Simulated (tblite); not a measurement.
Isomers of C7H10FNO. Calculated harmonic vibrations of the isolated species, GFN2-xTB (tblite), most abundant isotopes, no scaling. Errors from tens to a few hundred cm⁻¹ against measured bands are possible. One conformer each.

Electronic energies: GFN2-xTB at the same geometries; isomer energies are rough at this level and their order can be wrong.

| SMILES | electronic energy, lowest = 0 (kcal/mol) |
| --- | --- |
| CCO[C@@H]1C[C@H](C#N)[C@H]1F | 12.5 |
| CC[C@@H]1OC[C@@H](C#N)[C@H]1F | 0.0 |
| C#C[C@H](CCF)C(=O)NC | 16.0 |

**Question.** How do GFN2-xTB zero-point energies change the relative energies?

**Answer.** 
```
                       SMILES  ZPE (kcal/mol)  of it from modes above 1550 cm⁻¹  electronic (kcal/mol)  with ZPE, lowest = 0 (kcal/mol)  lowest mode (cm⁻¹)  rings
CC[C@@H]1OC[C@@H](C#N)[C@H]1F           100.5                              46.0                    0.0                              0.0                  21      1
 CCO[C@@H]1C[C@H](C#N)[C@H]1F            99.6                              46.0                   12.5                             11.6                  38      1
         C#C[C@H](CCF)C(=O)NC            98.2                              49.7                   16.0                             13.7                  30      0
```

The zero-point energies span 2.3 kcal/mol, from `C#C[C@H](CCF)C(=O)NC` to `CC[C@@H]1OC[C@@H](C#N)[C@H]1F`. The order is unchanged.
